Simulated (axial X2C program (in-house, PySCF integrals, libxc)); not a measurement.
Correcting the dissociation energy of SnC⁺ for spin–orbit coupling

A spin-free PBE0 curve (one-electron X2C) was computed with an axial X2C code built on PySCF integrals, basis Sn dyall-cv3z [11s12p9d4f1g], C dyall-v3z [7s6p2d1f] (cores contracted in-house), for the state M_S = 3/2, Λ = 0 (beyond evenly filled blocks: σα, π+α, π-α). It gives D0 = 2.810 eV to Sn+ + C, which in a spin-free picture are the weighted means of the ground terms.

Measured levels of the ground terms (NIST Handbook of Basic Atomic Spectroscopic Data), in cm⁻¹: Sn+ 2P: J = 1/2 at 0, J = 3/2 at 4251.5; C 3P: J = 0 at 0, J = 1 at 16.4, J = 2 at 43.4.

The molecular state has Λ = 0, so it has no first-order lowering.

(1) How far does each ground level lie under the (2J+1)-weighted mean of its term?

(2) Correct D0.

Second-order spin–orbit effects in the molecule, which grow quickly with Z, are left out. One determinant describes the state; a PBE0 search over occupations chose it and may have missed a lower one. Dissociation energies refer to the lowest single-determinant-based atoms at the same level and basis.

Answers

(1) Sn+: (2 × 0 + 4 × 4251.5)/6 = 2834 cm⁻¹; C: (1 × 0 + 3 × 16.4 + 5 × 43.4)/9 = 30 cm⁻¹.

(2) D0 = 2.810 + (0 − 2864)/8065.5 = 2.455 eV at PBE0 with these spin–orbit terms.
